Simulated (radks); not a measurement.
Valence configurations of Ir IV (all share [Xe]). Calculated with a radial shooting solver on a logarithmic mesh with Libxc functionals: Dirac Kohn-Sham, PBE, spin-unpolarised, spherical densities, point nucleus; open shells fill j = l - 1/2 first. Energies are relative to 4f14 5d6; eigenvalues in eV.

valence	E (eV)	e(4f5/2)	e(4f7/2)	e(5d3/2)	e(5d5/2)	e(6p1/2)
4f14 5d6	0.000	-95.071	-91.950	-37.509	-36.067	-
4f14 5d5.5 6s0.5	2.525	-96.999	-93.877	-38.855	-37.375	-
4f14 5d5 6s1	5.341	-98.968	-95.845	-40.220	-38.702	-
4f14 5d5.5 6p0.5	6.302	-97.567	-94.445	-39.342	-37.854	-24.792
4f14 5d5 6p1	13.066	-100.10	-96.974	-41.179	-39.646	-25.651
4f13 5d7	60.536	-106.36	-103.13	-39.444	-37.867	-
4f13 5d6 6p1	75.050	-111.52	-108.29	-43.249	-41.580	-26.078
4f12 5d8	130.65	-118.02	-114.68	-41.346	-39.633	-
4f12 5d6 6s2	147.85	-126.53	-123.19	-47.312	-45.440	-
4f12 5d6 6p2	164.69	-128.73	-125.39	-49.212	-47.311	-28.193

NIST lists [Xe] 4f14 5d6 as the ground configuration; this level of theory agrees among the configurations tried. The energies are those of spherical spin-averaged densities, not of single terms.
